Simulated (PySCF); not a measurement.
## C2H8NSi: g tensor and hyperfine couplings

C₂H₈NSi (doublet state).
SMILES with atom numbers: `[CH3:1][N:2]([CH3:3])[SiH2:4]` (hydrogens: H5, H6, H7 on C1; H8, H9, H10 on C3; H11, H12 on Si4)

Theory: PySCF, UKS B3LYP, pcH-1 on C H N Si, non-relativistic, mean-field spin-orbit, GIAO. Isolated species at its GFN2-xTB geometry (one conformer only). The geometry wasn't refined by DFT: couplings that depend on bond lengths, twists or pyramidal angles can differ widely from those at the functional's own minimum, by a factor of two or more for some ions and for spin on atoms past the first row. The SCF solution wasn't tested for stability.

- g1, g2, g3: 2.00211, 2.00300, 2.00356
- g_iso: 2.00289
- Form of g: rhombic: the two nearest values differ by 39 % of g3 − g1
- ⟨S²⟩: 0.7524 (exact 0.7500)
- α and β electrons: 21, 20
- HOMO–LUMO gap, α and β orbitals: 5.21, 4.61 eV
- Basis functions: 190

Hyperfine couplings atom by atom, in 10⁻⁴ cm⁻¹; T1 to T3 are the principal values of the dipolar part (1 × 10⁻⁴ cm⁻¹ = 2.998 MHz):

| atom | isotope | a_iso | of which spin–orbit | T1 | T2 | T3 | Mulliken spin population |
| --- | --- | --- | --- | --- | --- | --- | --- |
| C1 | 13C | -2.5 | 0.0 | -0.3 | -0.2 | 0.5 | -0.01 |
| N2 | 14N | 3.7 | 0.0 | -4.1 | -4.0 | 8.2 | 0.18 |
| C3 | 13C | -2.5 | 0.0 | -0.3 | -0.2 | 0.5 | -0.01 |
| Si4 | 29Si | -147.1 | 0.3 | -43.5 | 21.5 | 21.9 | 0.73 |
| H5 | 1H | 5.4 | 0.0 | -0.9 | -0.5 | 1.4 | 0.01 |
| H6 | 1H | 5.1 | 0.0 | -0.7 | -0.6 | 1.3 | 0.01 |
| H7 | 1H | 0.2 | 0.0 | -0.9 | -0.6 | 1.4 | 0.00 |
| H8 | 1H | 5.1 | 0.0 | -0.7 | -0.6 | 1.3 | 0.01 |
| H9 | 1H | 5.4 | 0.0 | -0.9 | -0.5 | 1.4 | 0.01 |
| H10 | 1H | 0.2 | 0.0 | -0.9 | -0.6 | 1.4 | 0.00 |
| H11 | 1H | 30.0 | 0.0 | -2.4 | 0.0 | 2.4 | 0.04 |
| H12 | 1H | 30.0 | 0.0 | -2.4 | 0.0 | 2.4 | 0.04 |

Largest spin populations (Mulliken): Si4 (+0.73) and N2 (+0.18). The angles at Si4 add up to 327.0°, so it is pyramidal.

Axes: g3 points within 13° of the N2–Si4 bond.

Under fast tumbling the dipolar parts average out, and these isotropic splittings remain: 2 × 1H (H11/H12, I = 1/2, 3 lines) with 3.21 mT, 1 × 14N (N2, I = 1, 3 lines) with 0.39 mT and 6 × 1H (H5 (×6), I = 1/2, 7 lines) with 0.38 mT.

Class means assume fast exchange of nuclei equivalent by connectivity; if that motion is slow, each nucleus keeps its own coupling. The six 1H nuclei of mean +10.7 MHz run from 0.6 to 16.3 MHz in the frozen geometry.

The 13C coupling of C1/C3 (mean -7.5 MHz) shows only in satellite lines or after enrichment, since that isotope makes up about 1.07 % of natural carbon.

The 29Si coupling of Si4 (-441.0 MHz) shows only in satellite lines or after enrichment, since that isotope makes up about 4.7 % of natural silicon.

Examples of negative spin density at the nucleus (bohr⁻³): C1/C3 (-0.0067).

On an Intel Xeon at 2.70 GHz with one thread, shared host with 64 logical CPUs at a one-minute load of 61, this took 32 s wall (with the writing of density and orbital grids) and 0.66 GiB of memory at its peak.
